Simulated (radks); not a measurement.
Question: Isoelectronic series with 12 electrons, each ion in its NIST ground configuration. All-electron calculation, Dirac Kohn-Sham, LDA (Slater exchange, Perdew-Wang correlation), spin-unpolarised, spherical densities, point nucleus. Program: a radial shooting solver on a logarithmic mesh with Libxc functionals. Total energies (hartree) and mean radii <r> (bohr):

ion,configuration,E (hartree),3s1/2,2p3/2,2p1/2
Mg,[Ne] 3s2,-199.45637,3.132,0.6916,0.6892
Ti10+,[Ne] 3s2,-813.88268,0.8639,0.2870,0.2844
Co15+,[Ne] 3s2,-1283.74354,0.6475,0.2225,0.2195
Ge20+,[Ne] 3s2,-1864.23552,0.5178,0.1816,0.1782
Rb25+,[Ne] 3s2,-2557.65790,0.4307,0.1533,0.1495
Mo30+,[Ne] 3s2,-3366.85133,0.3681,0.1326,0.1283
Ag35+,[Ne] 3s2,-4295.26240,0.3206,0.1168,0.1120
Te40+,[Ne] 3s2,-5347.03160,0.2834,0.1042,0.09894
La45+,[Ne] 3s2,-6527.1087,0.2532,0.09406,0.08826
Sm50+,[Ne] 3s2,-7841.4035,0.2283,0.08564,0.07932
Ho55+,[Ne] 3s2,-9296.9848,0.2073,0.07855,0.07169
Hf60+,[Ne] 3s2,-10902.3453,0.1892,0.07248,0.06508

Estimate the row of Cl5+ ([Ne] 3s2).

Answer: E (hartree) -452.85887; 3s1/2 1.309; 2p3/2 0.4046; 2p1/2 0.4023.
